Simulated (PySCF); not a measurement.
**SnSCl₂, singlet: computed properties**

Level of theory: PBE0/[Sn def2-TZVP with ECP28, S def2-TZVP, Cl def2-TZVP], scalar-relativistic core potentials, density fitting, no spin–orbit coupling, PySCF.

The structure is a minimum.

Coordinates in bohr (charge 0 multiplicity 1):
```
Sn    0.0000    0.0000    0.2620
S     0.0000    0.0000    4.4020
Cl    3.3789    0.0000   -2.4707
Cl   -3.3789    0.0000   -2.4707
```

```json
{
 "Point group": "C2v",
 "Bond lengths": "Sn–Cl 2.300 Å (×2), Sn–S 2.191 Å",
 "Bond angles": "Cl–Sn–Cl 102.1°, Cl–Sn–S 129.0° (×2)",
 "Atomisation energy without zero-point energy": "976 kJ/mol",
 "Rotational symmetry number": "2",
 "Dipole moment": "1.11 D",
 "Heat capacity Cp at 298.15 K": "75.5 J/(mol K)",
 "Principal polarisabilities": "51.2, 83.7, 110.9 bohr³",
 "Zero-point energy": "9.5 kJ/mol",
 "Principal quadrupole moments (Buckingham, traceless) about the centre of mass": "-5.39, -1.16, 6.55 D Å",
 "Rotational constants": "0.07539, 0.05708, 0.03248 cm⁻¹",
 "Entropy at 298.15 K and 1 bar": "343.5 J/(mol K)",
 "Lowest empty level": "-3.34 eV",
 "Highest occupied level": "-7.69 eV",
 "Enthalpy at 298.15 K above 0 K": "17.87 kJ/mol"
}
```

Harmonic modes (masses in u: Sn 119.902, S 31.972, Cl 34.969):
| symmetry | ω (cm⁻¹) | IR (km/mol) | μ (u) | type |
| --- | --- | --- | --- | --- |
| b1 | 105 | 8.1 | 49.58 | bend |
| b2 | 106 | 10.8 | 38.61 | bend |
| a1 | 123 | 4.5 | 38.36 | bend |
| a1 | 371 | 21.6 | 35.87 | stretch |
| b2 | 382 | 74.0 | 42.60 | stretch |
| a1 | 501 | 51.1 | 40.27 | stretch |

In C2v the vibrations span b1 + 2b2 + 3a1. Here b1 is antisymmetric to the molecular plane and b2 lies in it.

Charges (e):
```csv
atom,Mulliken,Löwdin,polar tensor,Mayer order to Sn1
Sn1,0.97,-0.16,1.55,–
S2,-0.40,-0.02,-0.48,1.91
"Cl3,4",-0.29,0.09,-0.53,1.01
```

Mulliken populations on Sn1 (electrons outside its core potential): s 3.20, p 7.43, d 10.31, f 0.09.

Outer orbital energies (eV). occupied: -11.53, -10.83, -10.57, -10.02, -9.79, -9.76, -8.00, -7.69; empty: -3.34, -2.73, -0.07, 1.31.

Counting electrons, tin keeps none of its valence electrons outside its bonds, so the VSEPR class is AX3 and the expected shape is trigonal planar; with unlike ligands the computed point group is C2v.

Only a few start shapes were tried, so a lower isomer may exist.

The final relaxation and frequency run took roughly 11 core-minutes on a shared host.
